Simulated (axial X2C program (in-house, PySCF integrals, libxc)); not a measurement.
# Spin–orbit splitting of π states down a group (EOM-EA-CCSD)

Computed with an in-house all-electron X2C program for linear molecules (integrals from PySCF): two-component X2C with atomic mean-field Coulomb and Gaunt terms, Dyall basis sets with cores contracted in-house.

The first pair of π-type roots with Ω = 1/2 and 3/2, reached by adding an electron to a closed-shell reference; vertical energies, inner shells frozen. Splitting means E(3/2) − E(1/2).

Basis sets: Al dyall-av3z, B dyall-av3z, Ga dyall-acv3z, H dyall-av3z, In dyall-acv3z. Correlated electrons in EOM-CCSD (inner shells frozen, about 90 virtual spinors): BH²⁺ 2, AlH²⁺ 2, GaH²⁺ 12, InH²⁺ 12.

| species | reference | R (Å) | main character | spinor gap ε(3/2) − ε(1/2), HF (cm⁻¹) |
| --- | --- | --- | --- | --- |
| BH⁺ | BH²⁺ | 1.208 | 82% B pπ, 10% H pπ | 10 |
| AlH⁺ | AlH²⁺ | 1.623 | 82% Al pπ, 12% H pπ | 100 |
| GaH⁺ | GaH²⁺ | 1.674 | 83% Ga pπ, 12% H pπ | 700 |
| InH⁺ | InH²⁺ | 1.853 | 85% In pπ, 11% H pπ | 1840 |

Task: Should these pairs be regular or inverted?

Result: Regular: one electron outside a closed shell puts Ω = 1/2 lowest, with the sign of the spinor gap.

EOM-EA-CCSD gives:

```csv
species,binding Ω = 1/2 (eV),binding Ω = 3/2 (eV),splitting (cm⁻¹),lowest root?
BH⁺,18.399,18.397,16,no
AlH⁺,13.194,13.182,97,no
GaH⁺,13.367,13.273,760,no
InH⁺,12.479,12.222,2080,no
```

A negative binding energy means unbound at this level; the spinor gap is withheld where the HF spinor is unbound or of another character. A small p share on a heavy partner can supply much of the splitting, and mixing of Ω = 1/2 with σ states shifts it further.

States that need a further excitation are missing; levels can be off by some tenths of an eV, splittings by less.
